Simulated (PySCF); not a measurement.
Method: PySCF, PBE0, basis Zr def2-TZVP with ECP28, Cl def2-TZVP (scalar-relativistic core potentials, no spin–orbit coupling, density fitting).

Each entry is the lowest minimum that a search over a few typed start shapes (and spin states, where more than one is plausible) found, or that minimum re-optimised at the stated level; isomers with ligand–ligand bonds, or fragments after loss of a ligand pair, can lie lower. Open shells are unrestricted.

ZrCl₃ is a doublet of D3h symmetry with Zr–Cl 2.328 Å (×3); Cl–Zr–Cl 120.0° (×3). Its wavenumbers are 56, 90 (×2), 365, 429 (×2) cm⁻¹.

Problem. What changes when one electron is removed, giving ZrCl₃⁺?

Solution. It costs 7.83 eV between the minima (7.84 eV with zero-point energy). ZrCl₃⁺ is a singlet of C3v symmetry with Zr–Cl 2.253 Å (×3); Cl–Zr–Cl 109.0° (×3); wavenumbers 94, 115 (×2), 452, 483 (×2) cm⁻¹.
